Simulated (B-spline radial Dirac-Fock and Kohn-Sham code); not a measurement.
Nd³⁰⁺: eigenvalues, ΔSCF and the reference

System: the Nd³⁰⁺ ion in the configuration [Ar] 3d10 4s2.

The density-functional columns are spherical, spin-unpolarised Dirac-Kohn-Sham results without Breit or QED terms: −ε is minus the orbital energy of the initial state and ΔSCF the difference of two total energies. The reference in the last column comes from ΔSCF Dirac-Fock with Breit, self-energy and vacuum polarisation, finite nucleus, configuration average. All numbers are from a radial B-spline solver, in eV; a selection of levels is shown. The Kohn-Sham columns are given as differences from the reference. For the 1s level of heavy atoms much of the gap between ΔSCF and the reference is the Breit and QED part, -174.3 eV here; for other levels the error of the functional can be larger.

```
     level  LDA −ε − DF  LDA ΔSCF − DF  Dirac-Fock
    K (1s)       -282.6         +163.1     44700.2
   L1 (2s)       -154.2          -55.6      8235.7
L2 (2p1/2)       -117.6           +1.4      7830.7
L3 (2p3/2)       -123.2          -12.9      7314.6
   M1 (3s)        -81.9          -39.7      2616.6
M2 (3p1/2)        -65.6          -21.7      2443.9
M3 (3p3/2)        -64.8          -22.6      2334.9
M4 (3d3/2)        -46.1           +1.0      2046.7
M5 (3d5/2)        -46.7           -0.3      2023.5
   N1 (4s)        -11.5           +9.4      1191.8
```

For the outermost level NIST gives 1191 ± 4 eV (theoretical); the differences from it are LDA −ε -10.72, LDA ΔSCF +10.17, Dirac-Fock +0.78 eV.

Values without a named source are computed, but for edge energies of neutral atoms, which are taken from tables.
